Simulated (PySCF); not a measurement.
# [BiBr2]+ at several levels of theory

Computed with PySCF 2.14.0 (density fitting, no spin-orbit coupling) at the geometry relaxed with PBE:

```xyz
3
[BiBr2]+ (singlet)
Bi    0.0009    0.9683    0.0000
Br   -0.0006   -0.6397    1.9821
Br   -0.0006   -0.6397   -1.9821
```

```tsv
level	basis	state	HOMO (eV)	gap (eV)	charge on Bi1 (e)	dipole about the centre of mass (D)	largest force component (eV/Å)
PBE	Bi def2-SVP with ECP60, Br def2-SVP	singlet	-12.38	1.93	0.99	2.54	0.01
HF	the same	singlet	-16.27	8.99	1.32	3.98	0.60
BP86	the same	singlet	-12.51	1.91	0.99	2.54	0.05
TPSSh	the same	singlet	-13.00	2.72	1.08	2.93	0.28
wB97X	the same	singlet	-15.84	7.67	1.15	3.41	0.78
PBE	Bi x2c-SVPall, Br x2c-SVPall	singlet	-12.36	1.90	1.00	2.45	0.43
```

Charges are Mulliken's, which hang on the basis. The relaxation used the grid (50, 194), these runs (75, 302) or, all-electron (x2c bases, spin-free X2C Hamiltonian), (99, 590).

Task: What does PBE with Bi def2-TZVP with ECP60, Br def2-TZVP give here?

Result: state singlet, HOMO (eV) -12.39, gap (eV) 1.98, charge on Bi1 (e) 1.05, dipole about the centre of mass (D) 2.42, largest force component (eV/Å) 0.45. Time: 8 s on 2 threads of Arm Neoverse V1, on a shared host, from free ions and atoms.

In the first row's basis the gap widens with exact exchange: 1.9 eV for BP86, PBE (none); 2.7 eV for TPSSh (a fixed share); 7.7 to 9.0 eV for wB97X, Hartree–Fock (rising or full at long range).
